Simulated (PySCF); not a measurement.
## How methods differ on the excitation energy of Ta+

Ta+ [Xe] 4f14 5d3 6s1 (5F) → Ta+ [Xe] 4f14 5d2 6s1 6p1 (high-spin determinant), as a difference of total energies. Calculation: PySCF 2.14, in x2c-TZVPPall with one added diffuse shell each of s, p, d, f type (12s8p8d4f1g, 113 functions); the spin-free X2C one-electron Hamiltonian (Gaussian nucleus). Correlated levels: valence: [Xe] 4f14 frozen. The calculations carry no spin-orbit coupling.

| method | excitation energy (eV) |
| --- | --- |
| UHF | 3.957 |
| LDA | 4.905 |
| PBE | 4.805 |
| PBE0 | 4.719 |
| r2SCAN | 4.889 |
| MP2 (valence) | 4.185 |
| SCS-MP2 (valence) | 4.033 |

Question: How much does correlation contribute at MP2 (valence)?

Answer: 4.185 − (3.957) = 0.228 eV, measured against UHF.

A first-order spin-orbit estimate (lowest level to lowest level, LS coupling) adds -0.347 eV.

The determinant of the upper state mixes LS terms, which raises its energy above the lowest term, most at the Hartree-Fock and MP2 levels.
